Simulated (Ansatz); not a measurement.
Stepwise reaction of `[O]=[Nb]([F])([F])[F]` with water, as a gas-phase model of exchange steps in deposition or etching. ΔE in kJ/mol; ΔG adds harmonic PBE0-D4 terms to CCSD(T)/CBS, at 1 bar.

Isolated molecules relaxed with PBE0-D4/def2-TZVP in Ansatz; ΔE leaves out vibrations. CBS: MP2 limit from def2 TZ/QZ plus the TZ coupled-cluster correction, frozen cores. This one scheme is used for every species. Functionals use def2-TZVPP. B3LYP here is the variant with VWN-RPA as its local correlation; programs differ in this. Elements past krypton have def2 core potentials. For Nb outer-core shells are correlated without core-valence functions, which leaves a few kJ/mol of doubt a bond. Each species was taken in one conformer, which may not be the lowest.

```json
{"step": "1", "reaction": "`[O]=[Nb]([F])([F])[F]` + H₂O → `[O]=[Nb]([OH])([F])[F]` + H–F", "PBE-D4": "28.5", "B3LYP-D4": "26.7", "ωB97M-V": "28.2", "CCSD(T)/CBS": "22.6", "ΔG(400 K)": "20.1"}
{"step": "2", "reaction": "`[O]=[Nb]([OH])([F])[F]` + H₂O → `[O]=[Nb]([OH])([OH])[F]` + H–F", "PBE-D4": "35.7", "B3LYP-D4": "34.1", "ωB97M-V": "35.2", "CCSD(T)/CBS": "29.5", "ΔG(400 K)": "29.7"}
{"step": "3", "reaction": "`[O]=[Nb]([OH])([OH])[F]` + H₂O → `[O]=[Nb]([OH])([OH])[OH]` + H–F", "PBE-D4": "41.9", "B3LYP-D4": "40.6", "ωB97M-V": "41.4", "CCSD(T)/CBS": "35.5", "ΔG(400 K)": "38.4"}
```

Q: By hand: ΔE of the 3 steps together at CCSD(T)/CBS.

A: (22.6) + (29.5) + (35.5) = 87.6 kJ/mol, or 29.2 kJ/mol a step.

In ΔE each step is higher than the one before. All are uphill at CCSD(T)/CBS. ΔG lies between 20.1 and 38.4 kJ/mol a step. PBE-D4 differs from CCSD(T)/CBS by 5.9 to 6.4 kJ/mol a step. Isolated molecules leave out the surface, adducts and barriers. Largest T1 diagnostic: 0.022.
